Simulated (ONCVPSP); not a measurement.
# Cs: one change to an ONCV potential, before and after

- Element: Cs (Z = 55)
- Generator: ONCVPSP 4.0.1
- Type: optimised norm-conserving Vanderbilt (ONCV)
- Functional: PBE
- Relativity: fully relativistic
- Frozen core: [Kr] 4d10
- Valence charge: 9
- Reference configuration: 5s2 5p6 6s1
- Partial waves: 5s+6s: rc 2.55 bohr, ncon 4, nbas 9, qcut 3.7 1/bohr, 2 projectors; 5p: rc 2.70 bohr, ncon 3, nbas 7, qcut 5.3 1/bohr, 1 projector; d scattering state at 0.38 Ha: rc 2.35 bohr, ncon 4, nbas 8, qcut 4.8 1/bohr, 2 projectors, debl 2.1 Ha
- Local potential: polynomial inside 1.70 bohr (lpopt 5, dvloc0 2 Ha)
- Core correction: polynomial model core, fcfact 0.15

Open shells are filled in proportion to 2j + 1.

Change: local potential polynomial inside 1.70 bohr (lpopt 5, dvloc0 7.5 Ha).

Cutoffs: the cutoffs (Ha) at which the residual kinetic energy of the hardest occupied pseudo-wave falls to 1 and 0.1 mHa per electron; they do not see the model core or the augmentation charge, which bear on the density cutoff. Errors are all-electron minus pseudo energies relative to the spin-unpolarised reference configuration.

Task: What does the change do?

Result: The potential gets neither clearly harder nor softer (7.2 Ha and 9.6 Ha → 7.2 Ha and 9.6 Ha); a bound ghost appears in d, which as a rule spoils a file; of the 4 tests that both files solve, the error grows in 0 and shrinks in 1 by more than 15 % and 0.3 meV (median size 4.7 → 3.7 meV); the range in which the d5/2 phases agree widens (upper end 3.4 → at the end of the scan). In the separable form a ghost depends on how the local part lies against the semilocal potential of the channel, so the choice of the local part can create or remove one.

```csv
quantity,base,changed
"cutoff, loose",7.2 Ha,7.2 Ha
"cutoff, tight",9.6 Ha,9.6 Ha
bound ghosts,none,d3/2
GHOST(+) flags under 300 eV,s at 67.8 eV,none
"error for 5s2 5p6 6s0, meV [ΔE 3.86 eV]",-0.2,-0.2
"error for 5s2 5p6 6s0.5, meV [ΔE 1.47 eV]",0.0,0.0
"error for 5s2 5p6 6s0 6p1, meV [ΔE 1.37 eV]",+9.3,+7.2
"error for 5s1 5p6 6s1, meV [ΔE 31.65 eV]",-75,-81
s: phases at 2.58 bohr within 0.05 rad from the reference energy up to (Ha; the scan ends near 5),2.1,2.5
p3/2: phases at 2.74 bohr within 0.05 rad from the reference energy up to (Ha; the scan ends near 5),0.5,0.5
p1/2: phases at 2.74 bohr within 0.05 rad from the reference energy up to (Ha; the scan ends near 5),0.4,0.5
d5/2: phases at 2.39 bohr within 0.05 rad from the reference energy up to (Ha; the scan ends near 5),3.4,to the end of the scan
d3/2: phases at 2.39 bohr within 0.05 rad from the reference energy up to (Ha; the scan ends near 5),3.3,3.3
"rms error of d²Exc/dni dnj with the model core, mHa",2.01,2.01
```

Base: These tests converged, but a pseudo level misses the all-electron one widely, so the file describes the atom poorly there or has found another state: 5s2 5p6 6s0 6p1: empty 6s by 2.9 eV. Changed file: These tests converged, but a pseudo level misses the all-electron one widely, so the file describes the atom poorly there or has found another state: 5s2 5p6 6s0 6p1: empty 6s by 2.9 eV. A true bound ghost makes a file unfit for plane-wave use even where its test errors are small: the radial tests pick states by their node count and pass the ghost by.
